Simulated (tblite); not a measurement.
Compound: C7H13FSi.
Numbering: `[CH2:1]=[CH:2][Si@@H:3]1[CH2:4][CH2:5][C@@H:6]1[C@@H:7]([CH3:8])[F:9]` (hydrogens: H10, H11 on C1; H12 on C2; H13 on Si3; H14, H15 on C4; H16, H17 on C5; H18 on C6; H19 on C7; H20, H21, H22 on C8)

Structure optimised with GFN2-xTB, isolated species.

Task: Give the optimised bond lengths and angles.

Result: 
| bond | length (Å) | order |
| --- | --- | --- |
| C1=C2 | 1.324 | double |
| C2–Si3 | 1.876 | single |
| Si3–C4 | 1.912 | single |
| C4–C5 | 1.542 | single |
| C5–C6 | 1.544 | single |
| C6–C7 | 1.517 | single |
| C7–C8 | 1.520 | single |
| C7–F9 | 1.391 | single |
| Si3–C6 | 1.927 | single |
| C1–H10 | 1.078 | single |
| C1–H11 | 1.079 | single |
| C2–H12 | 1.083 | single |
| Si3–H13 | 1.469 | single |
| C4–H14 | 1.087 | single |
| C4–H15 | 1.087 | single |
| C5–H16 | 1.089 | single |
| C5–H17 | 1.089 | single |
| C6–H18 | 1.091 | single |
| C7–H19 | 1.101 | single |
| C8–H20, C8–H21, C8–H22 | 1.087 | single |

Bonds in one row agree within 0.01 Å and their mean is given. Orders are formal, as drawn. A selection of angles:
| angle | degrees |
| --- | --- |
| C1–C2–Si3 | 123.9 |
| C2–Si3–C4 | 117.4 |
| C2–Si3–C6 | 117.2 |
| C4–Si3–C6 | 76.4 |
| Si3–C4–C5 | 91.6 |
| C4–C5–C6 | 100.6 |
| C5–C6–C7 | 114.5 |
| Si3–C6–C5 | 91.0 |
| Si3–C6–C7 | 119.0 |
| C6–C7–C8 | 112.8 |
| C6–C7–F9 | 109.3 |
| C8–C7–F9 | 108.1 |

Torsions: C1–C2–Si3–C4 -135° (anticlinal); C2–Si3–C4–C5 -110° (anticlinal); Si3–C4–C5–C6 -5° (synperiplanar); C4–C5–C6–C7 128° (anticlinal); C5–C6–C7–C8 -176° (antiperiplanar); C2–Si3–C6–C5 110° (anticlinal).

The C–Si distances run from 1.876 Å (C2–Si3, drawn single) to 1.927 Å (Si3–C6, drawn single), a spread of 0.051 Å. Of the pairs four or more bonds apart, Si3···H20 is among the closest relative to their van der Waals radii: 3.09 Å, 93 % of the sum of Bondi's values. The 4-membered ring Si3–C4–C5–C6 has internal angles of 76.4° to 100.6° (sum 360°, against 360° for a flat polygon); it is slightly puckered (a soft mode that the optimisation may not have finished), 0.03 Å rms from its mean plane, widest ring torsion 5°. The 5 C–C bonds span 1.324 Å (C1=C2, drawn double) to 1.544 Å (C5–C6, drawn single), a spread of 0.220 Å. Si3 (SiH silicon) has angles from 76.4° to 117.4°.

Point group: C1 (no symmetry element, even within 0.4 Å). Its lowest GFN2-xTB frequency is 14i cm⁻¹, too small to tell a flat minimum from a shallow saddle. One conformer, not necessarily the lowest.

On one thread, Arm Neoverse N1 (aarch64), shared host with 64 logical CPUs at a one-minute load of 59, this took 3.3 s wall. This is the geometry optimisation.

All values are computed, not measured.
